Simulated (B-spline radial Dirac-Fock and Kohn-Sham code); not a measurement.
These are calculated numbers from a B-spline atomic structure program; the model is the Dirac equation of a negative muon with reduced mass in the field of a spherical finite nucleus, with the Uehling potential to all orders; nuclear polarisation, deformation, hyperfine structure, self-energy, higher-order vacuum polarisation, relativistic recoil and electron screening are left out. The nuclear charge is a Fermi distribution (skin thickness 2.3 fm).

**Question.** A muonic atom of atomic mass 147.94 u emits these computed lines: 2p3/2 → 1s1/2 3922 keV, 3d5/2 → 2p3/2 1224 keV, 4f7/2 → 3d5/2 433.9 keV, 5g9/2 → 4f7/2 200.0 keV. Which element is it, and what rms charge radius was used?

**Answer.** Barium (Z = 56, nuclide ¹⁴⁸Ba); the high transitions hardly feel the nucleus and fix Z. The 2p → 1s line lies 3068 keV below the value for a point nucleus without QED, which for this nuclear model gives a radius near 4.97 fm (4.9731 fm was used).
